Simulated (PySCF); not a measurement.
Al(H)(SH)2 (AlH₃S₂), SMILES [SH][AlH][SH]. Atoms are numbered in the order given.

```xyz
6

Al     0.0000     0.0000    -0.7466
H      0.0000     0.0000    -2.3159
S      0.0000     1.8500     0.4181
H      0.0000     2.6277    -0.6792
S      0.0000    -1.8500     0.4181
H      0.0000    -2.6277    -0.6792
```

The structure is a stationary point at B3LYP-D3(BJ)/def2-TZVP. The values are those of a single conformer.

The numbers are results of B3LYP-D3(BJ)/def2-TZVP (PySCF), not measurements.

Frequencies are harmonic and unscaled.

Computed harmonic wavenumbers and intensities:
```csv
mode,ν (cm⁻¹),IR (km/mol),moving atoms (share of kinetic energy)
1,131,4.0,"S 68 %, Al 27 %"
2,204,0.0,H 94 %
3,271,5.7,"H 91 %, Al 9 %"
4,432,15.2,"S 52 %, Al 34 %, H 14 %"
5,463,87.3,"H 86 %, Al 12 %"
6,527,4.1,"H 39 %, Al 36 %, S 24 %"
7,574,193.7,"H 65 %, Al 18 %, S 17 %"
8,695,150.0,"H 88 %, Al 10 %"
9,699,3.8,"H 84 %, S 9 %"
10,1968,153.8,H 96 %
11,2669,0.0,H 97 %
12,2670,2.6,H 97 %
```
